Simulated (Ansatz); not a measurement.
Geometry optimisation, Ansatz 0.2.0, RKS B3LYP-D4/def2-SVP.

Input file:

```yaml
crystal:
  periodic: [false, false, false]
  atoms:
    - { symbol: Ge, position_ang: [0.317699, 0.208388, -0.071049] }
    - { symbol: Cl, position_ang: [0.530028, -0.445854, 2.033449] }
    - { symbol: H, position_ang: [1.77023, 0.386798, -0.55495] }
    - { symbol: H, position_ang: [-0.447727, 1.532184, -0.100419] }
    - { symbol: H, position_ang: [-0.341633, -0.930771, -0.858199] }
    - { symbol: O, position_ang: [-2.473156, -0.08592, 0.920823] }
    - { symbol: Al, position_ang: [-3.582052, -1.104648, 0.108262] }
    - { symbol: H, position_ang: [-3.865635, -2.581899, 0.591374] }
    - { symbol: H, position_ang: [-4.243439, -0.430735, -1.15713] }
    - { symbol: H, position_ang: [-2.018515, -0.285742, 1.767538] }
basis:
  gaussian: { orbitals: def2-SVP }
hamiltonian:
  xc: b3lyp
  dispersion: d4
relax:
  f_tol: 0.03
  max_steps: 50
```

Run as:

```bash
$ ansatz run input.yaml --threads 4 --pin off --max-ram 5120MiB --backend cpu --events-out ev --progress --plain --runs-dir out
```

**Question.** Where does it end, and by what steps?

**Answer.** The run converged. The force dipped under the threshold on the way, but the program's further checks kept it going. After 34 steps the energy has fallen by 0.053 eV; H8 moved furthest, 1.13 Å.

| step | energy less start (eV) | largest force component (eV/Å) | accepted |
| --- | --- | --- | --- |
| 0 | 0.0000 | 0.832 | yes |
| 2 | -0.0189 | 0.411 | yes |
| 4 | -0.0318 | 0.221 | yes |
| 6 | -0.0385 | 0.106 | yes |
| 8 | -0.0422 | 0.078 | yes |
| 10 | -0.0447 | 0.099 | no |
| 12 | -0.0477 | 0.034 | yes |
| 14 | -0.0482 | 0.058 | yes |
| 16 | -0.0486 | 0.035 | yes |
| 18 | -0.0490 | 0.054 | yes |
| 20 | -0.0495 | 0.041 | yes |
| 22 | -0.0500 | 0.042 | yes |
| 24 | -0.0504 | 0.078 | yes |
| 26 | -0.0508 | 0.127 | yes |
| 28 | -0.0513 | 0.092 | yes |
| 30 | -0.0520 | 0.018 | yes |
| 32 | -0.0524 | 0.034 | yes |
| 34 | -0.0527 | 0.025 | yes |

```xyz
10
Properties=species:S:1:pos:R:3
Ge 0.596 0.398 -0.069
Cl 0.497 -0.574 1.908
H 2.073 0.808 -0.230
H -0.323 1.623 -0.025
H 0.192 -0.644 -1.117
O -2.371 -0.588 0.536
Al -3.946 -1.173 0.229
H -4.661 -2.134 1.264
H -4.599 -0.673 -1.117
H -1.813 -0.782 1.301
```

Whether the end is a true minimum wasn't checked by a vibrational analysis.

Time of the run: 39 s on 4 threads of Intel(R) Xeon(R) 6975P-C (Granite Rapids), with other jobs on the host, peak memory 0.28 GiB.
